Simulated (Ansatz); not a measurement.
Species: GaH3S, charge 0, singlet. GaH3S (SMILES [GaH2][SH]).
B3LYP-D3(BJ)/def2-TZVP minimum from Ansatz (a quantum-chemistry and plane-wave program):
```
Ga
H 1 1.5599
H 1 1.5612 2 126.91
S 1 2.2150 2 114.95 3 -180.00
H 4 1.3436 1 95.45 2 180.00
```
Charge 0, spin multiplicity 1.

Property: atomisation energy (electronic, to ground-state atoms), in kcal/mol. Open shells are spin-unrestricted; no spin-orbit coupling. Cores are frozen in correlated methods (noble-gas shells, and filled d and f shells in the p block). No relativity. CBS(X,Y): correlation extrapolated as X^-3, Hartree-Fock from the larger set. A bracket is a step between two methods taken in the basis named. Double hybrids freeze cores in their MP2 part. Where a partner has so few electrons that a lower coupled-cluster level is exact, that level stands in.

CCSD(T)/CBS(def2-TZVPP,def2-QZVPP) + [CCSDT(Q) - CCSD(T)]/def2-TZVPP + [CCSDTQ - CCSDT(Q)]/def2-SVP (Ansatz) gives 293.1 kcal/mol.

Q: What does PBE/def2-TZVPD (Ansatz) give here, and how do the other levels compare?

A: PBE gives 288.1 kcal/mol, 5.0 kcal/mol below it. Differences of the others: r2SCAN/def2-TZVPD (Ansatz) 1.7; B3LYP/def2-TZVPD (Ansatz) -7.4; PBE0/def2-TZVPD (Ansatz) -5.8; wB97M-V/def2-TZVPD (Ansatz) -0.1; B2PLYP/def2-TZVPD (Ansatz) -8.9; CCSD(T)/CBS(def2-TZVPP,def2-QZVPP) (Ansatz) -0.2 kcal/mol.
